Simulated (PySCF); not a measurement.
Work out the structure from these simulated measurements.

Elements present: C, F and P. Monoisotopic mass: 237.9347 u.

| Item | Value |
| --- | --- |
| UV, first state | lowest singlet excitation: 4.95 eV (250 nm, f = 0.015) [TDDFT B3LYP/def2-SVPD] |
| Dipole | 0.46 D [B3LYP/def2-SVPD] |
| UV, strongest line | among the 10 lowest singlet transitions: S2 at 5.66 eV (219 nm, f = 0.304) [TDDFT B3LYP/def2-SVPD] |
| Rotational structure | rotational constants A, B, C: 0.819, 0.738, 0.471 GHz [PBE0-D3(BJ)/def2-SVP] |
| 13C NMR | chemical shifts (computed TMS as zero) by class: 137.3 (2 C) ppm [GIAO B97-2/pcSseg-2] |
| NMR, other nuclei | isotropic shieldings of nuclei other than C and H, by class: 231 (6 F), 275 (2 F), 47 (1 P), 302 (1 P) ppm [GIAO B97-2/pcSseg-2] |
| Polarisability | 82.2 au [B3LYP/def2-SVPD] |

The electronic properties come from PySCF, for the isolated species, density fitting. Levels stand in brackets. The structure is a single PBE0-D3(BJ)/def2-SVP conformer in the gas phase; no vibrational or solvent corrections. NMR values are class means; diastereotopic atoms form classes of their own.

Question: Which formula fits the mass and the elements?

Answer: C2F8P2 (calculated 237.9347). No other formula that holds each of these elements comes within 0.0003 u with a fitting electron parity and a possible valence count.

Question: Give a SMILES that accounts for the data.

Answer: Numbering: `[F:1][P:2]([F:3])[P:4]([C:5]([F:6])([F:7])[F:8])[C:9]([F:10])([F:11])[F:12]`. 2 carbons fall into 1 class: CF3 carbon [C5/C9] (137.3 ppm, 2 C). The other shieldings belong to: 231 ppm, fluorine of a CF3 group [F6/F7/F8/F10/F11/F12]; 275 ppm, phosphorus-bound fluorine [F1/F3]; 47 ppm, three-coordinate phosphorus [P2]; 302 ppm, three-coordinate phosphorus [P4]. S1 is mainly HOMO→LUMO+1 (weight 0.78); the largest Löwdin shares of the orbital it empties are 0.37 on a three-coordinate phosphorus, 0.36 on a three-coordinate phosphorus, 0.09 on a phosphorus-bound fluorine and 0.08 on a phosphorus-bound fluorine, of the orbital it fills 0.32 on a three-coordinate phosphorus, 0.24 on a three-coordinate phosphorus, 0.10 on a phosphorus-bound fluorine and 0.09 on a phosphorus-bound fluorine. The optimised geometry has point group C1 and is an asymmetric top. Structure: `FP(F)P(C(F)(F)F)C(F)(F)F` ((CF3)2P-PF2). The assignments are read from this structure; whether some other isomer fits the data as well wasn't checked.

Shape of the structure used: `[F:1][P:2]([F:3])[P:4]([C:5]([F:6])([F:7])[F:8])[C:9]([F:10])([F:11])[F:12]`: F1–P2–P4–C5 161°, P2–P4–C5–F6 146°, P2–P4–C9–F10 174°.
